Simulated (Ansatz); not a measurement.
```yaml
crystal:
  periodic: [false, false, false]
  atoms:
    - {symbol: C, position_ang: [-1.136360, -0.537882, 0.902514]}
    - {symbol: C, position_ang: [-0.096150, -0.406294, -0.207642]}
    - {symbol: C, position_ang: [1.300837, -0.787598, 0.276901]}
    - {symbol: Si, position_ang: [-0.114306, 1.297314, -0.958262]}
    - {symbol: Cl, position_ang: [1.215073, 1.426727, -2.502185]}
    - {symbol: Cl, position_ang: [0.386855, 2.706496, 0.432563]}
    - {symbol: Cl, position_ang: [-1.966642, 1.752512, -1.685823]}
    - {symbol: H, position_ang: [-1.142764, -1.560845, 1.288889]}
    - {symbol: H, position_ang: [-0.905756, 0.128347, 1.737859]}
    - {symbol: H, position_ang: [-2.143982, -0.304630, 0.553401]}
    - {symbol: H, position_ang: [-0.377162, -1.067790, -1.038291]}
    - {symbol: H, position_ang: [1.295929, -1.810782, 0.662713]}
    - {symbol: H, position_ang: [2.043398, -0.733458, -0.521387]}
    - {symbol: H, position_ang: [1.628129, -0.131416, 1.087549]}
basis:
  gaussian: {orbitals: pcseg-2}
magnetization: {spin_polarized: true, initial_magnetization: 2}
hamiltonian: {xc: {name: HF}}
correlation: {active_space: {window: {electrons: 2, orbitals: 1}}}
```

```sh
$ ansatz run in.yaml --threads 2 --pin off --events-out ev --progress --plain --max-ram 32768MiB --backend cuda --devices 0, --max-vram 18GiB
```

(1) How does Ansatz answer? (An estimate is asked.)

Answers

(1) Computed: The input was rejected before any iteration.
```
Error: invalid value for `correlation.active_space`: it starts from restricted Hartree–Fock orbitals; set hamiltonian.xc: hf without magnetization.spin_polarized
```
